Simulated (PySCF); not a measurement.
## SiF₃ + 2 H₂O → SiO(OH) + 3 HF

Level: PBE0 in the def2-TZVP basis family, all electrons, no relativity, computed in PySCF with density fitting; open shells unrestricted.

| species | state and structure | ZPE (kJ/mol) | H(298 K) − H(0) (kJ/mol) | S° (J/(mol K)) |
| --- | --- | --- | --- | --- |
| SiF₃ | doublet, C3v, Si–F 1.581 Å (×3); F–Si–F 107.9° (×3) | 22.4 | 13.4 | 282.5 |
| H₂O | singlet, C2v, O–H 0.960 Å (×2); H–O–H 105.1° | 56.5 | 9.9 | 188.7 |
| SiO(OH) | doublet, Cs, O–H 0.965 Å, Si–O 1.525 Å, Si–O 1.627 Å; H–O–Si 116.9°, O–Si–O 127.5° | 44.1 | 12.3 | 270.9 |
| HF | singlet, C∞v, H–F 0.920 Å | 24.9 | 8.7 | 173.6 |

**Question.** Is the gas-phase reaction uphill or downhill in electronic energy at this level, and by how much?

**Answer.** At PBE0/def2-TZVP, ΔE = 359.1 kJ/mol, uphill. 

**Question.** Add zero-point, thermal and entropy terms for 298.15 K and 1 bar.

**Answer.** ΔZPE = -16.6 and Δ[H(298) − H(0)] = 5.2 kJ/mol give ΔH° = 347.7 kJ/mol. ΔS° = 131.8 J/(mol K), so ΔG° = 347.7 − 298.15 × (0.1318) = 308 kJ/mol. ΔG° would change sign near 2640 K if ΔH° and ΔS° stayed fixed.

Each species is the lowest minimum found with this bonding; other isomers or fragments can lie lower.
